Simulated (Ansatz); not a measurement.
A nudged elastic band was laid between two geometries of H3N + H4Sn (9 atoms, charge 0, multiplicity 1).

The calculation used Ansatz 0.2.0, RKS PBE-D4/def2-SVP.

| Quantity | Value |
| --- | --- |
| movable images | 5 |
| climbing image | yes |
| spring | 5.0 eV/Å² |
| optimiser | quadratic models (default) |
| start path | through a guess of the saddle point |
| force threshold | 0.05 eV/Å |
| iteration limit | 60 |
| end points | relaxed |

Image 0:

```xyz
9
Properties=species:S:1:pos:R:3
Sn 0.341 0.037 -0.094
H 0.536 -0.117 1.613
H 1.902 0.078 -0.836
H -0.494 1.500 -0.461
H -0.538 -1.312 -0.710
N -2.937 -0.054 1.484
H -2.855 -0.716 0.700
H -2.708 0.871 1.099
H -2.175 -0.288 2.133
```

Image 6:

```xyz
9
Properties=species:S:1:pos:R:3
Sn -0.544 0.121 -0.710
H -0.365 -0.281 3.417
H 0.944 -0.114 0.162
H -0.574 1.693 -1.422
H -0.738 -1.124 -1.889
N -2.257 0.029 0.459
H -2.336 -0.865 0.962
H -2.274 0.768 1.175
H -0.786 -0.227 2.774
```

**Question.** What changes between the two ends?

**Answer.** Bonds broken: Sn1–H2, N6–H9. Bonds formed: Sn1–N6, H2–H9. H3N + H4Sn becomes H2 + H5NSn.

**Question.** Give the energies along the band, and the barrier.

**Answer.** It converged. The highest image is number 3 of 0 to 6, 151.9 kJ/mol above the first end and 105.3 kJ/mol above the last; the last end lies 46.6 kJ/mol above the first. Beside the main top the profile has a ripple of under 15 meV (maxima at images 3, 5), which may be a very shallow well or noise. A structure lower than the last end lies on the path between it and the top, so the climb from that side starts below the end, which may itself be a saddle point or a shallow side well. A vibrational analysis at the climbing image gives one clearly imaginary mode, 1306i cm⁻¹: a first-order saddle point. The orbitals stay closed-shell, which can raise the energy where a bond breaks towards radicals; this wasn't checked here.

```csv
image,path coordinate (Å),energy (kJ/mol),Sn1–H2 (Å),N6–H9 (Å),Sn1–N6 (Å)
0,0.00,0.0,1.72,1.03,3.64
1,1.26,5.9,1.72,1.03,3.70
2,2.53,37.8,1.76,1.03,2.73
3,3.78,151.9,2.23,1.27,2.25
4,5.29,45.8,3.48,2.29,2.08
5,6.80,47.7,4.00,2.79,2.08
6,8.31,46.6,4.15,2.76,2.08
```

**Question.** What is the geometry of the highest image?

**Answer.** 
```xyz
9
Properties=species:S:1:pos:R:3:forces:R:3
Sn -0.300 0.024 -0.216 0.01 0.00 0.01
H -0.240 -1.071 1.727 0.00 -0.01 0.00
H 1.127 0.826 0.325 0.00 0.00 -0.01
H -1.028 1.071 -1.425 0.00 0.00 0.00
H -0.131 -1.519 -0.968 0.00 0.00 0.00
N -2.020 0.233 1.213 -0.01 -0.04 -0.02
H -2.902 -0.208 0.905 -0.01 0.02 0.00
H -2.246 1.177 1.568 0.01 -0.01 0.01
H -1.189 -0.535 1.799 0.01 0.04 0.01
```

The band took 29 iterations and about 4 core-minutes.

Run time: 120 s on 2 threads of AMD EPYC 7R32 (Zen 2) (shared host), peak memory 0.17 GiB.
